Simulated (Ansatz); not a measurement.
`[CH3][GeH2][O]C=S` + HBr → `[CH3][GeH2][Br]` + `OC=S`  (ligand exchange at a Ge–O bond)

Program: Ansatz. Geometries: PBE0-D4/def2-TZVP. ΔE: electronic, gas phase. CCSD(T)/CBS is the MP2 limit (def2-TZVPP, def2-QZVPP) plus CCSD(T) − MP2 in def2-TZVPP, frozen cores. This one scheme is used for every species. Functionals use def2-TZVPP. B3LYP here is the variant with VWN-RPA as its local correlation; programs differ in this. For Br, Ge outer-core shells are correlated without core-valence functions, which leaves a few kJ/mol of doubt a bond. Scalar relativity is left out up to krypton. One conformer a species, not always the lowest.

```csv
level,ΔE (kJ/mol),difference from CCSD(T)/CBS
PBE-D4,-52.9,-4.1
r2SCAN-D4,-51.3,-2.5
PBE0-D4,-56.2,-7.4
B3LYP-D4,-48.0,0.8
ωB97X-V,-49.6,-0.8
ωB97M-V,-52.2,-3.4
PBE,-54.9,-6.1
r2SCAN,-52.3,-3.5
PBE0,-58.1,-9.3
HF/def2-TZVPP,-54.3,-5.5
CCSD(T)/def2-TZVPP,-44.8,4.0
HF/def2-QZVPP,-52.9,-4.1
MP2/def2-QZVPP,-49.0,-0.2
SCS-MP2/def2-QZVPP,-46.7,2.1
MP2/CBS(def2),-51.1,-2.3
CCSD/CBS(def2),-50.5,-1.7
CCSD(T)/CBS,-48.8,0
```

Largest T1 diagnostic among the species: 0.018.

From PBE to PBE0 (25 % exact exchange), in def2-TZVPP and without D4, ΔE moves by −3.2 kJ/mol. In def2-TZVPP, CCSD(T) changes the Hartree–Fock value by +9.5 kJ/mol (the triples alone add +1.8 kJ/mol) and MP2 by +7.1 kJ/mol.
